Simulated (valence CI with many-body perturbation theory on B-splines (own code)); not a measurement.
**Sr VII: key properties**

Method: relativistic CI+MBPT: four valence electrons over a frozen Dirac-Fock core [Ar] 3d10, a basis of 11 s, 11 p, 9 d, 7 f, 5 g, 2 h, 1 i functions for each j, with the one-electron correlation potential Σ1, the two-electron term Σ2, the three-electron term Σ3, Breit, model QED; selected CI, second order for the rest, scaled by the run's own slope (own B-spline code, finite nucleus).

Against 13 measured levels this calculation errs by 109 cm⁻¹ on average and by 228 at most. These come from a selection out of Sansonetti, J. Phys. Chem. Ref. Data 41, 013102 (2012). Levels without a partner in it may be off by more. Among the levels kept, up to 350 cm⁻¹ of a level comes from second order outside the variational space, and about a tenth of that is noise between levels of different J, which matters for small intervals.

Rates and lifetimes use the calculated energies. Strong lines usually hold to 10 to 20 %, long lifetimes can be off by a factor of two.

Question: What is the ground level?

Answer: 4s2.4p2 3P_0, composition 92 % 4s2.4p2 3P + 5 % 4s2.4p2 1S.

Question: What are the static dipole polarisabilities of the lowest levels?

Answer: 4s2.4p2 3P_0 2.36; 4s2.4p2 3P_1 2.40 (tensor 0.058); 4s2.4p2 3P_2 2.41 (tensor -0.067); 4s2.4p2 1D_2 2.42 (tensor 0.19) bohr³, of which the core gives 0.125.

Question: Among levels below 56.239 eV, which E1 lines absorb most strongly from the ground level?

Answer: to 4s2.4p.4d 3P°_1 at 35.11 nm, f = 2.28; to 4s.4p3 3S°_1 at 42.90 nm, f = 0.309; to 4s2.4p.5s 3P°_1 at 26.68 nm, f = 0.211.

Question: How is the term 3P of the ground level split?

Answer: J = 0 at 0.000, J = 1 at 0.848, J = 2 at 1.555 eV.

Question: How well does LS coupling describe the low levels?

Answer: Among the lowest 20 levels the leading LS term, summed over configurations, holds 88 % on average. For single configurations the figures are 81 % in LS and 69 % in jj coupling. Terms mix most in the J = 2 level at 34.633 eV, where the leading one holds 48 %.
